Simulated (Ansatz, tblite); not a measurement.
Cost and result up the ladder for CdMe(NH2) (CH₅CdN) (8 atoms). Charge 0, multiplicity 1. Geometry: PBE-D4/def2-TZVP.

```tsv
atom	x (Å)	y (Å)	z (Å)
Cd1	-0.080	-0.319	-0.012
C2	0.439	1.714	-0.201
H3	0.468	2.188	0.788
H4	-0.299	2.234	-0.826
H5	1.428	1.804	-0.671
N6	-0.585	-2.295	-0.017
H7	-1.477	-2.461	0.459
H8	0.105	-2.865	0.481
```

Ansatz on 4 threads of Intel Xeon on a shared host; xTB runs through tblite on one thread. Times are rough, summed over both states, and most runs start from the orbitals of an earlier one. PBE0-D4/def2-TZVP serves as the yardstick here, not as an exact answer. The other state is a doublet.

In the def2 sets Cd takes a core potential; there is no spin–orbit coupling. The xTB rows come from tblite.

Raw xTB energies of ions are shifted by several eV.

```json
{"level": "GFN2-xTB", "functions": "17", "wall time": "0.013 s", "vertical IE (eV)": "12.77", "difference from PBE0-D4/def2-TZVP (eV)": "4.15"}
{"level": "GFN1-xTB", "functions": "22", "wall time": "0.019 s", "vertical IE (eV)": "12.63", "difference from PBE0-D4/def2-TZVP (eV)": "4.02"}
{"level": "PBE-D4/def2-TZVP", "functions": "132", "wall time": "4.4 s", "vertical IE (eV)": "8.60", "difference from PBE0-D4/def2-TZVP (eV)": "-0.01"}
{"level": "PBE0-D4/def2-TZVP", "functions": "132", "wall time": "5.9 s", "vertical IE (eV)": "8.61", "difference from PBE0-D4/def2-TZVP (eV)": "0.00"}
{"level": "r2SCAN-D4/def2-TZVP (with forces)", "functions": "132", "wall time": "9 s", "vertical IE (eV)": "8.51", "difference from PBE0-D4/def2-TZVP (eV)": "-0.10"}
```
